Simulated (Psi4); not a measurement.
C$_{2}$H$_{6}$Zn (SMILES [CH3][Zn][CH3]), singlet, geometry from GFN2-xTB (such geometries of metal compounds can be far from the true shape); PBE/STO-3G (Psi4).

Here is a job for Psi4.
```
memory 2 GB

molecule {
0 1
Zn   -0.00000000    0.00000000   -0.00000000
C     1.58168783    0.22714311   -1.27171747
H     2.29051525   -0.59164379   -1.18304619
H     2.12813446    1.14546039   -1.07473949
H     1.26208980    0.26198332   -2.30967418
C    -1.58168783   -0.22714311    1.27171747
H    -2.12813446   -1.14546039    1.07473949
H    -2.29051525    0.59164379    1.18304619
H    -1.26208980   -0.26198332    2.30967418
}

set {
  basis sto-3g
  e_convergence 1e-8
}

energy('pbe')
print_variables()
```

Output, abridged:

```
   => Loading Basis Set <=

    Name: STO-3G
    Role: ORBITAL
    Keyword: BASIS

         ---------------------------------------------------------
                                   SCF
               by Justin Turney, Rob Parrish, Andy Simmonett
                          and Daniel G. A. Smith
                              RKS Reference
         ---------------------------------------------------------

  ==> Geometry <==

    Molecular point group: ci
    Full point group: S2

    Geometry (in Angstrom), charge = 0, multiplicity = 1:

       Center              X                  Y                   Z               Mass
    ------------   -----------------  -----------------  -----------------  -----------------
         ZN           0.000000000000     0.000000000000     0.000000000000    63.929142010000
         C            1.581687830000     0.227143110000    -1.271717470000    12.000000000000
         H            2.290515250000    -0.591643790000    -1.183046190000     1.007825032230
         H            2.128134460000     1.145460390000    -1.074739490000     1.007825032230
         H            1.262089800000     0.261983320000    -2.309674180000     1.007825032230
         C           -1.581687830000    -0.227143110000     1.271717470000    12.000000000000
         H           -2.128134460000    -1.145460390000     1.074739490000     1.007825032230
         H           -2.290515250000     0.591643790000     1.183046190000     1.007825032230
         H           -1.262089800000    -0.261983320000     2.309674180000     1.007825032230

  Running in ci symmetry.

  Rotational constants: A =      2.73704  B =      0.12100  C =      0.12100 [cm^-1]
  Rotational constants: A =  82054.32371  B =   3627.47361  C =   3627.47361 [MHz]
  Nuclear repulsion =  158.385982092044117

  Charge       = 0
  Multiplicity = 1
  Electrons    = 48
  Nalpha       = 24
  Nbeta        = 24

  ==> Algorithm <==

  SCF Algorithm Type is DF.
  DIIS enabled.
  MOM disabled.
  Fractional occupation disabled.
  Guess Type is SAD.
  Energy threshold   = 1.00e-08
  Density threshold  = 1.00e-06
  Integral threshold = 1.00e-12

  ==> Primary Basis <==

  Basis Set: STO-3G
    Blend: STO-3G
    Number of shells: 20
    Number of basis functions: 34
    Number of Cartesian functions: 35
    Spherical Harmonics?: true
    Max angular momentum: 2

  ==> DFT Potential <==

   => LibXC <=

    Version 7.1.2
[...]
             Ag    Au
    DOCC [    11,   13 ]
    NA   [    11,   13 ]
    NB   [    11,   13 ]

   @DF-RKS iter  91: -1836.60343435539926   -7.06489e-02   2.69373e-02 DIIS/ADIIS
   @DF-RKS iter  92: -1833.93429334285520    2.66914e+00   5.49931e-02 DIIS/ADIIS
   @DF-RKS iter  93: -1833.67215671101508    2.62137e-01   6.23236e-02 DIIS/ADIIS
   @DF-RKS iter  94: -1833.57309622087132    9.90605e-02   6.47876e-02 DIIS/ADIIS
   @DF-RKS iter  95: -1833.38298380045876    1.90112e-01   6.90424e-02 DIIS/ADIIS
   @DF-RKS iter  96: -1833.27269809335780    1.10286e-01   7.11772e-02 DIIS/ADIIS
   @DF-RKS iter  97: -1833.47578434161187   -2.03086e-01   6.69033e-02 DIIS/ADIIS
   @DF-RKS iter  98: -1833.44465033327742    3.11340e-02   6.76321e-02 DIIS/ADIIS
    Occupation by irrep:
             Ag    Au
    DOCC [    13,   11 ]
    NA   [    13,   11 ]
    NB   [    13,   11 ]

   @DF-RKS iter  99: -1833.40663219541352    3.80181e-02   6.84613e-02 DIIS/ADIIS
   @DF-RKS iter 100: -1836.84909168801460   -3.44246e+00   1.46306e-02 DIIS/ADIIS

PsiException: Could not converge SCF iterations in 100 iterations.

  Failed to converge.

Traceback (most recent call last):
  File "psi4", line 375, in <module>
  File "<string>", line 30, in <module>
  File "site-packages/psi4/driver/driver.py", line 533, in energy
  File "site-packages/psi4/driver/procrouting/proc.py", line 2760, in run_scf
  File "site-packages/psi4/driver/procrouting/proc.py", line 2047, in scf_helper
  File "site-packages/psi4/driver/procrouting/scf_proc/scf_iterator.py", line 93, in scf_compute_energy
  File "site-packages/psi4/driver/procrouting/scf_proc/scf_iterator.py", line 86, in scf_compute_energy
  File "site-packages/psi4/driver/procrouting/scf_proc/scf_iterator.py", line 609, in scf_iterate

psi4.driver.p4util.exceptions.SCFConvergenceError: Could not converge SCF iterations in 100 iterations.

Printing out the relevant lines from the Psithon --> Python processed input file:
    H    -1.26208980   -0.26198332    2.30967418
    """)
    core.IO.set_default_namespace("")
    core.set_global_option("BASIS", "sto-3g")
    core.set_global_option("E_CONVERGENCE", 1e-8)
--> energy('pbe')
    print_variables()

!-------------------------------------------------------!
!                                                       !
!  Could not converge SCF iterations in 100 iterations. !
!                                                       !
!-------------------------------------------------------!
```

The run did not converge; its last values are not results.
